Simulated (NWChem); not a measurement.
System: FeH₂S₂, quintet; SMILES [SH][Fe][SH]

Parts of the log:

```
             Northwest Computational Chemistry Package (NWChem) 7.3.0
             --------------------------------------------------------

 C1  symmetry detected

                             Geometry "geometry" -> ""
                             -------------------------

 Output coordinates in angstroms (scale by  1.889725989 to convert to a.u.)

  No.       Tag          Charge          X              Y              Z
 ---- ---------------- ---------- -------------- -------------- --------------
    1 Fe                  26.0000    -0.58493415    -0.00379380    -0.00028922
    2 S                   16.0000     0.39823830    -1.93384793     0.00008899
    3 H                    1.0000     1.71928252    -1.81724454     0.00096155
    4 S                   16.0000     0.48572277     1.89170177    -0.00032715
    5 H                    1.0000    -0.65437180     2.59022192     0.01036882

 Effective nuclear repulsion energy (a.u.)     264.9603372427

                                Z-matrix (autoz)
                                --------

 Units are Angstrom for bonds and degrees for angles

      Type          Name      I     J     K     L     M      Value
      ----------- --------  ----- ----- ----- ----- ----- ----------
    1 Stretch                  1     2                       2.16604
    2 Stretch                  1     4                       2.17697
    3 Stretch                  2     3                       1.32618
    4 Stretch                  4     5                       1.33711
    5 Bend                     1     2     3               111.95016
    6 Bend                     1     4     5                92.03553
    7 Bend                     2     1     4               123.54602
    8 Torsion                  2     1     4     5        -179.53000
    9 Torsion                  3     2     1     4           0.03118

                           NWChem Geometry Optimization
                           ----------------------------

 maximum gradient threshold         (gmax) =   0.000450
 rms gradient threshold             (grms) =   0.000300
 maximum cartesian step threshold   (xmax) =   0.001800
 rms cartesian step threshold       (xrms) =   0.001200
 fixed trust radius                (trust) =   0.300000
 source of zmatrix                         =   autoz

          -------------------
          Energy Minimization
          -------------------

[...]

      ----------------------
      Optimization converged
      ----------------------

  Step       Energy      Delta E   Gmax     Grms     Xrms     Xmax
  ---- ---------------- -------- -------- -------- -------- --------
@    9   -2060.42948100 -2.2D-07  0.00005  0.00002  0.00080  0.00153
                                     ok       ok       ok       ok

                                Z-matrix (autoz)
                                --------

 Units are Angstrom for bonds and degrees for angles

      Type          Name      I     J     K     L     M      Value     Gradient
      ----------- --------  ----- ----- ----- ----- ----- ---------- ----------
    1 Stretch                  1     2                       2.22423   -0.00002
    2 Stretch                  1     4                       2.22429    0.00001
    3 Stretch                  2     3                       1.35312   -0.00005
    4 Stretch                  4     5                       1.35318   -0.00001
    5 Bend                     1     2     3                96.71051   -0.00000
    6 Bend                     1     4     5                96.77364    0.00003
    7 Bend                     2     1     4               179.96264   -0.00001
    8 Torsion                  2     1     4     5         177.88995   -0.00000
    9 Torsion                  3     2     1     4           2.10937   -0.00000

                         Geometry "geometry" -> "geometry"
                         ---------------------------------

 Output coordinates in angstroms (scale by  1.889725989 to convert to a.u.)

[...]

 Rotational Constants
 --------------------
 A=   4.800940 cm-1  (  6.907328 K)
 B=   0.051407 cm-1  (  0.073961 K)
 C=   0.050862 cm-1  (  0.073178 K)

 Temperature                      =   298.15K
 frequency scaling parameter      =   1.0000

 Zero-Point correction to Energy  =   10.959 kcal/mol  (  0.017464 au)
 Thermal correction to Energy     =   14.684 kcal/mol  (  0.023400 au)
 Thermal correction to Enthalpy   =   15.276 kcal/mol  (  0.024344 au)

 Total Entropy                    =   77.908 cal/mol-K
   - Translational                =   40.290 cal/mol-K (mol. weight = 121.8947)
   - Rotational                   =   24.356 cal/mol-K (symmetry #  =        1)
   - Vibrational                  =   13.262 cal/mol-K

 Cv (constant volume heat capacity) =   16.897 cal/mol-K
   - Translational                  =    2.979 cal/mol-K
   - Rotational                     =    2.979 cal/mol-K
   - Vibrational                    =   10.938 cal/mol-K

[normal modes left out]

 ----------------------------------------------------------------------------
 Normal Eigenvalue ||           Projected Infra Red Intensities
  Mode   [cm**-1]  || [atomic units] [(debye/angs)**2] [(KM/mol)] [arbitrary]
 ------ ---------- || -------------- ----------------- ---------- -----------
    1       -0.000 ||    0.000000           0.000         0.000       0.000
    2       -0.000 ||    0.000000           0.000         0.000       0.000
    3       -0.000 ||    0.000000           0.000         0.000       0.000
    4        0.000 ||    0.000000           0.000         0.000       0.000
    5        0.000 ||    0.000000           0.000         0.000       0.000
    6        0.000 ||    0.000000           0.000         0.000       0.000
    7       55.824 ||    0.017779           0.410        17.332      13.649
    8       86.570 ||    0.017891           0.413        17.441      13.734
    9      242.424 ||    0.037948           0.875        36.994      29.132
   10      323.662 ||    0.000000           0.000         0.000       0.000
   11      456.031 ||    0.116186           2.681       113.264      89.193
   12      515.214 ||    0.000000           0.000         0.000       0.000
   13      596.123 ||    0.002000           0.046         1.949       1.535
   14     2695.621 ||    0.003567           0.082         3.477       2.738
   15     2697.957 ||    0.000026           0.001         0.025       0.020
 ----------------------------------------------------------------------------
```

Level: PBE0/def2-SVP, spin-unrestricted. The spin multiplicity was typed, not searched, and may not be the lowest. The printed entropy takes a lower symmetry number than the molecule has.

Problem. Reconstruct the input file.

Solution. This is not unique; one that fits is the input that was run:
```
start job
memory heap 200 mb stack 900 mb global 1100 mb
geometry units angstroms
  Fe    -0.358895    -0.381964    -0.192389
  S      0.173955     1.239505    -1.526048
  H      1.029811     2.082524    -0.964279
  S      0.426959    -0.585872     1.827528
  H     -0.261745    -1.713435     2.032830
end
basis spherical
  * library def2-svp
end
dft
  odft
  mult 5
  xc pbe0
  iterations 150
end
driver
  maxiter 120
end
task dft optimize
task dft freq
```
